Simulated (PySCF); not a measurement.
# SiF₃, doublet: structure and spectrum

Computed with UPBE/[Si def2-TZVP, F def2-TZVP], no relativity, density fitting, PySCF.

The structure is a minimum.

```xyz
4
charge 0 multiplicity 2, angstrom
Si    0.0000    0.0000   -0.3827
F     1.4974    0.0000    0.1882
F    -0.7487    1.2968    0.1882
F    -0.7487   -1.2968    0.1882
```

```
Point group                                                                   : C3v
Bond lengths                                                                  : Si–F 1.603 Å (×3)
Bond angles                                                                   : F–Si–F 108.0° (×3)
Spin squared ⟨S²⟩                                                             : 0.751
Dipole moment                                                                 : 1.07 D
Rotational constants                                                          : 0.2408, 0.2408, 0.1319 cm⁻¹
Heat capacity Cp at 298.15 K                                                  : 61.0 J/(mol K)
Enthalpy at 298.15 K above 0 K                                                : 13.70 kJ/mol
Principal quadrupole moments (Buckingham, traceless) about the centre of mass : -1.55, -1.55, 3.10 D Å
Principal polarisabilities                                                    : 21.6, 26.3, 26.3 bohr³
Lowest empty level (β)                                                        : -4.46 eV
Highest occupied level (α)                                                    : -6.57 eV
Entropy at 298.15 K and 1 bar (electronic part: spin only)                    : 284.8 J/(mol K)
Atomisation energy without zero-point energy                                  : 1716 kJ/mol
Zero-point energy                                                             : 21.0 kJ/mol
Rotational symmetry number                                                    : 3
```

Harmonic modes (masses in u: Si 27.977, F 18.998):
| symmetry | ω (cm⁻¹) | IR (km/mol, summed over degenerate members) |
| --- | --- | --- |
| e | 269 | 17.3 |
| a1 | 377 | 47.9 |
| a1 | 783 | 61.7 |
| e | 911 | 337 |

In C3v the vibrations span 2e + 2a1.

Charges (e):
```
  atom  Mulliken  Löwdin  polar tensor  spin (Mulliken)  Mayer order to Si1
   Si1      0.70   -0.13          1.64             0.87                   –
F2,3,4     -0.23    0.04         -0.55             0.04                1.19
```

Mulliken populations on Si1: s 5.19, p 7.34, d 0.62, f 0.15.

Only a few start shapes were tried, so a lower isomer may exist.

The final relaxation and frequency run took 38 s on 4 threads of a shared Arm Neoverse N1 host, with 130 basis functions and 10 gradients; the process peaked at 1.3 GiB.
